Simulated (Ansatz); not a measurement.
Ideal-gas functions of `C[S][Ag]` at 500 K and 1 bar, from an Ansatz frequency run at PBE0-D4/def2-TZVP.

Molar mass 154.97 g/mol, point group Cs (symmetry number 1), electronic degeneracy 1, moments of inertia 29.775, 222.422, 248.998 u Å². Harmonic wavenumbers (cm⁻¹, unscaled): 144, 155, 324, 724, 958, 963, 1340, 1463, 1477, 3053, 3132, 3147.

Use S(trans) = R[1.5 ln M + 2.5 ln T − 1.1517]; rotational temperatures θ = 24.2544 K / I; S(rot) = R[ln(√π/σ · √(T³/θAθBθC)) + 1.5]; for each mode x = 1.438777 ν̃/T, S = R[x/(eˣ − 1) − ln(1 − e⁻ˣ)] and H = RT x/(eˣ − 1); 1 cm⁻¹ = 0.0119627 kJ/mol; R = 8.31446 J/(mol·K).

Q: By hand: the entropy, in J/(mol·K).

A: Translation 182.5. Rotation: θ = 0.8146, 0.109, 0.0974 K, giving 114.5. Vibration, mode by mode: 15.70, 15.10, 9.19, 3.57, 2.10, 2.08, 0.87, 0.65, 0.63, 0.01, 0.01, 0.01, in all 49.9. Electronic 0.0. Sum 346.9 J/(mol·K).

Q: By hand: H − E and G − E in kJ/mol, counted from the electronic energy.

A: Zero-point energy ½ × 16880 × 0.0119627 = 101.0; thermal vibration 12.8; translation, rotation and pV give 4 RT = 16.6. H − E = 130.4 kJ/mol, and G − E = 130.4 − 500 × 346.9/1000 = -43.0 kJ/mol.

Vibration gives 14 % of the entropy, 15.7 J/(mol·K) of it from the mode under 150 cm⁻¹: soft modes count most, and the harmonic formula is weakest for them.
